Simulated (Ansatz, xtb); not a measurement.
Relative energy of two isomers of C4H5BOS

Structure I: `Bc1cc(O)cs1`, a singlet. Structure II: `Bc1sccc1O`, a singlet. Both are isolated molecules in the gas phase, relaxed with PBE-D3(BJ)/def2-SVP; the shapes shown needn't be the lowest conformers.

I (Å):

```xyz
12

C     0.6877   -0.5260    0.8856
C    -0.0381    0.6185    0.5276
C     0.7568    1.6440   -0.0493
C     2.1069    1.2794   -0.1335
B     0.2138   -1.8241    1.5213
O     0.2076    2.8188   -0.4515
S     2.3824   -0.2980    0.4885
H    -0.9664   -1.9578    1.7871
H     1.0001   -2.7209    1.7632
H    -1.1218    0.7123    0.6797
H     0.9091    3.3874   -0.8178
H     2.9314    1.8832   -0.5363
```

II (Å):

```xyz
12

C     0.6465   -0.2074    1.0452
C     0.0944    2.2511    0.9371
C     0.7518    1.8216   -0.2068
C     1.0650    0.4309   -0.1475
B     0.7904   -1.6483    1.4806
O     1.7022   -0.2567   -1.1179
S    -0.1417    0.9866    2.0709
H     1.3400   -2.4477    0.7481
H     0.3580   -2.0087    2.5603
H    -0.2585    3.2687    1.1498
H     0.9988    2.4786   -1.0536
H     1.9065    0.3518   -1.8514
```

Energies in hartree; the thermal terms are from GFN2-xTB frequencies at re-optimised GFN2-xTB minima (ideal gas, soft modes damped towards free rotors, one conformer each, 298.15 K, 1 atm) and include the zero-point energy:

|  | I | II |
| --- | --- | --- |
| E, CCSD(T)/def2-SVP | −652.108688 | −652.112534 |
| E, MP2/def2-SVP | −652.026137 | −652.029106 |
| E, MP2/def2-TZVPP | −652.679762 | −652.681527 |
| zero-point energy | 0.079455 | 0.079577 |
| H(298 K) − E | 0.087434 | 0.087507 |
| G(298 K) − E | 0.048623 | 0.048800 |

Q: Correct the CCSD(T) difference for the basis set by the MP2 change, then work out ΔE, ΔE₀, ΔH and ΔG for I → II in kJ/mol (1 Eh = 2625.50 kJ/mol) and the equilibrium ratio [II]/[I].

A: 1. Differences II − I: CCSD(T) −0.003846, MP2 in the small set −0.002969, MP2 in the large set −0.001765 Eh.
2. ΔE = −0.003846 + (−0.001765 − (−0.002969)) = −0.002642 Eh = −6.94 kJ/mol.
3. ΔE₀ = ΔE + ΔZPE = −0.002642 + (+0.000122) Eh = −6.62 kJ/mol.
4. ΔH = ΔE + (+0.000073) Eh = −6.74 kJ/mol.
5. ΔG = ΔE + (+0.000177) Eh = −6.47 kJ/mol, so ΔS = (ΔH − ΔG)/T = −0.9 J/(mol K).
6. kT = 0.9442 mEh, so K = [II]/[I] = exp(−ΔG/kT) = exp(+2.61) ≈ 14.

Structure II is favoured at this temperature. An error of 4 kJ/mol in ΔG would change K by a factor of 5. Mirror images and further conformers aren't counted.

As drawn, both hold the same kinds of bond in the same numbers.

Other levels gave ΔE = −3.7 (GFN2-xTB); −15.4 (HF/STO-3G, GFN2-xTB geometries); −11.7 (r2SCAN-D4/def2-SVP, GFN2-xTB geometries); −10.6 (PBE-D3(BJ)/def2-SVP); −12.2 (HF/def2-SVP); −7.8 (MP2/def2-SVP); −10.1 (CCSD(T)/def2-SVP) kJ/mol. The correlated steps freeze 11 core orbitals. Programs: Ansatz 0.2.0, xtb 6.7.1.
